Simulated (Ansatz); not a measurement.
A nudged elastic band was laid between two geometries of F₅H₃OW (10 atoms, charge 0, multiplicity 1).

Method: Ansatz, RKS B3LYP/def2-SVP.

| Item | Value |
| --- | --- |
| movable images | 9 |
| climbing image | yes |
| spring | 5.0 eV/Å² |
| optimiser | quadratic models (default) |
| start path | through a guess of the saddle point |
| force threshold | 0.5 eV/Å |
| iteration limit | 60 |
| end points | relaxed |

Image 0:

```xyz
10
Properties=species:S:1:pos:R:3
W -0.073 -0.051 0.132
H -0.300 0.204 1.793
F 1.283 -1.073 0.950
F -0.824 1.599 -0.287
F -1.867 -0.481 0.465
F -0.268 -1.593 -0.903
F 1.214 0.498 -1.170
O 1.364 1.485 1.065
H 1.943 1.737 0.321
H 1.934 1.051 1.722
```

Image 10:

```xyz
10
Properties=species:S:1:pos:R:3
W 0.091 0.252 -0.531
H 1.233 -0.332 3.051
F 1.803 -0.157 -1.135
F -0.098 1.485 -1.911
F -1.671 0.564 -0.019
F 0.229 -1.081 0.766
F -0.548 -1.058 -1.684
O 0.731 1.516 0.634
H 1.092 2.107 1.305
H 1.543 0.080 3.612
```

Question: Which bonds break or form, and what moves?

Answer: Bonds broken: W1–H2, O8–H10. Bonds formed: H2–H10. F5H3OW becomes F5HOW + H2.

Question: Give the energies along the band, and the barrier.

Answer: It converged. The highest image is number 5 of 0 to 10, 30.0 kcal/mol above the first end and 45.0 kcal/mol above the last; the last end lies 15.0 kcal/mol below the first. The threshold of 0.5 eV/Å is loose, so the images may lie well off the minimum-energy path. The profile has 2 maxima (images 2, 5) with wells between them (image 4): this band takes more than one step, which may be the mechanism or a detour left from its start path. The order of the point at the top wasn't checked. The orbitals stay closed-shell, which can raise the energy where a bond breaks towards radicals; this wasn't checked here.

```
image  path coordinate (Å)  energy (kcal/mol)  W1–H2 (Å)  O8–H10 (Å)  H2–H10 (Å)
    0                 0.00                0.0       1.70        0.97        2.39
    1                 1.16                3.9       1.70        0.97        2.08
    2                 2.32               14.9       1.70        0.97        2.20
    3                 3.47               11.7       1.71        0.97        2.34
    4                 4.63                3.9       1.70        0.97        1.98
    5                 5.79               30.0       1.90        1.29        0.96
    6                 6.72                5.9       2.50        2.12        0.76
    7                 7.65               -4.2       3.09        2.36        0.76
    8                 8.57              -12.2       3.47        2.60        0.76
    9                 9.50              -14.7       3.66        3.15        0.76
   10                10.43              -15.0       3.80        3.40        0.76
```

Question: What is the geometry of the highest image?

Answer: 
```xyz
10
Properties=species:S:1:pos:R:3:forces:R:3
W 0.167 0.182 -0.057 -0.09 -0.41 -0.20
H 0.423 -0.477 1.707 0.01 -0.03 0.07
F 1.989 -0.260 -0.038 0.01 0.08 -0.10
F -0.247 1.818 -0.849 0.05 0.07 -0.02
F -1.490 0.435 0.748 0.08 0.01 0.03
F -0.333 -1.625 0.007 -0.10 0.08 0.03
F 0.255 -0.279 -1.859 0.06 0.01 -0.05
O 0.968 1.568 1.293 0.00 0.15 0.20
H 1.940 1.590 1.296 -0.03 0.02 -0.05
H 0.735 0.424 1.841 0.00 0.03 0.09
```

The band took 15 iterations and roughly 24 core-minutes.

Time of the run: 6.2 min on 4 threads of Arm Neoverse V2, with other jobs on the host, peak memory 0.36 GiB.
